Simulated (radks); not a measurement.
The terbium anion Tb- inside a hard spherical wall (all orbitals vanish at R), configuration held at [Xe] 4f10 6s2 and not refilled when levels cross. Calculated with a radial shooting solver on a logarithmic mesh with Libxc functionals: scalar-relativistic Kohn-Sham, PBE, spin-polarised, spherical densities, point nucleus; open shells are filled with parallel spins first (spin-orbit coupling, left out, can overturn this in heavy ions). Eigenvalues in eV for spin up, with the zero of energy where the potential of the charges vanishes at infinity; a dash marks a level that is unbound or too diffuse for the functional's potential to be trusted. A positive occupied level is held by the wall or, in an anion where self-interaction has pushed it up, behind a barrier. The pressure on the wall is -dE/dV.

R (bohr),E (hartree),kinetic (hartree),e(5s),e(5p),e(6s),"e(6p, empty)",e(4f),"e(5d, empty)",pressure (GPa)
10,-11708.9675,12603.654,-41.035,-18.456,1.164,-,3.515,-,0.479
8,-11708.9049,12603.753,-38.476,-16.033,2.645,5.309,6.239,5.771,1.76
7,-11708.8403,12603.900,-36.798,-14.451,3.950,7.178,8.011,7.180,4.11
5,-11708.4401,12605.025,-31.839,-9.843,10.540,16.688,13.347,12.492,39.6
4,-11707.6661,12607.556,-26.815,-5.157,21.122,31.091,19.080,18.915,196
2.5,-11699.3983,12635.275,-0.197,23.559,102.18,126.99,51.087,58.479,6090
2,-11684.6423,12680.626,33.583,63.038,212.46,248.05,85.706,110.06,29200
